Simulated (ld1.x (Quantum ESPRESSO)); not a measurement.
# Which change was made? (Ge, TM)

* Element: Ge
* Generator: ld1.x (Quantum ESPRESSO) 7.5
* Type: norm-conserving Troullier–Martins (Kleinman–Bylander form)
* Functional: PBE
* Relativity: scalar-relativistic
* Frozen core: [Ar]
* Valence charge: 14
* Reference configuration: 3d10 4s2 4p2
* Partial waves: 4s (bound): rc 1.90 bohr; 4p (bound): rc 1.80 bohr; 3d (bound): rc 1.20 bohr
* Local potential: all-electron potential smoothed inside 1.25 bohr (lloc = -1)
* Core correction: none

Cutoffs, loose and tight: the cutoffs (Ry, on a coarse ladder) from which the occupation-weighted sum of valence levels, in a spherical-Bessel basis at the reference potential, stays within 10 and 1 mRy of its value at 400 Ry. They do not see the model core or the augmentation charge, which bear on the density cutoff. Test errors are all-electron minus pseudo excitation energies from the reference, over the configurations 3d10 4s2 4p1; 3d10 4s2 4p0; 3d10 4s1 4p0; 3d10 4s1 4p2; 3d9 4s2 4p3; 3d10 4s1 4p3; 3d9 4s2 4p2; variants that change the core or the reference have their own tests. The largest error is taken over the tests solved by every variant that gives reliable tests at all, those not shown here included: 3d10 4s1 4p2; 3d10 4s1 4p3; 3d10 4s2 4p1.

The base gives: outcome: generated; cutoff, loose: 200 Ry; cutoff, tight: over 300 Ry; bound ghosts: s; largest test error (meV): -4.1.

Task: After one change the result is: outcome: generated; cutoff, loose: 200 Ry; cutoff, tight: over 300 Ry; bound ghosts: s, p; largest test error (meV): +4.1. Which change was it?
A. type RRKJ; local potential the d channel; rho0 0.001
B. core [Ar] 3d10, valence charge 4; reference 4s2 4p1.5; waves now 4p (bound): rc 2.00 bohr; 4s (bound): rc 1.40 bohr; local potential the s channel; core correction a·sin(br)/r model core inside 1.25 bohr
C. all radii scaled by about 0.75 (s 1.42, p 1.34, d 0.90 bohr); local potential all-electron potential smoothed inside 0.94 bohr (lloc = -1)

Result: A. The others give: core [Ar] 3d10, valence charge 4; reference 4s2 4p1.5; waves now 4p (bound): rc 2.00 bohr; 4s (bound): rc 1.40 bohr; local potential the s channel; core correction a·sin(br)/r model core inside 1.25 bohr → outcome: generated; cutoff, loose: 35 Ry; cutoff, tight: 80 Ry; bound ghosts: none; largest test error (meV): -227 | all radii scaled by about 0.75 (s 1.42, p 1.34, d 0.90 bohr); local potential all-electron potential smoothed inside 0.94 bohr (lloc = -1) → outcome: generated; cutoff, loose: 300 Ry; cutoff, tight: over 300 Ry; bound ghosts: s; largest test error (meV): +28.
